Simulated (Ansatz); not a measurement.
Start from `FBCF` and change one atom or group to get `FBC[CH2][AlH2]`.

Ansatz, PBE0-D4/def2-TZVP geometries, multiplicity 1. Each molecule was computed in one conformer, which needn't be the lowest.

```
                                          property  `FBCF`
                LUMO energy (PBE0/def2-TZVPP) / eV   -0.85
           HOMO–LUMO gap (ωB97M-V/def2-TZVPP) / eV   12.48
             LUMO energy (ωB97M-V/def2-TZVPP) / eV    1.14
  size of the dipole moment (B3LYP/def2-TZVPP) / D    2.21
size of the dipole moment (ωB97M-V/def2-TZVPP) / D    2.18
               LUMO energy (B3LYP/def2-TZVPP) / eV   -1.13
```

(1) What does the change do to each property? (An estimate is asked.)

Results:

(1) Ansatz gave: 
```csv
property,`FBC[CH2][AlH2]`,shift
LUMO energy (PBE0/def2-TZVPP) / eV,-1.30,-0.45
HOMO–LUMO gap (ωB97M-V/def2-TZVPP) / eV,9.95,-2.53
LUMO energy (ωB97M-V/def2-TZVPP) / eV,0.29,-0.85
size of the dipole moment (B3LYP/def2-TZVPP) / D,1.02,-1.19
size of the dipole moment (ωB97M-V/def2-TZVPP) / D,0.97,-1.21
LUMO energy (B3LYP/def2-TZVPP) / eV,-1.51,-0.38
```

With PBE0 the HOMO rises by 1.48 eV and the LUMO falls by 0.45 eV, so the gap narrows by about 1.93 eV. PBE moves the HOMO by 1.00 eV and ωB97M-V by 1.68 eV. Dipoles are sizes alone; their direction can turn.

B3LYP here is the variant with VWN-RPA as its local correlation; programs differ in this.
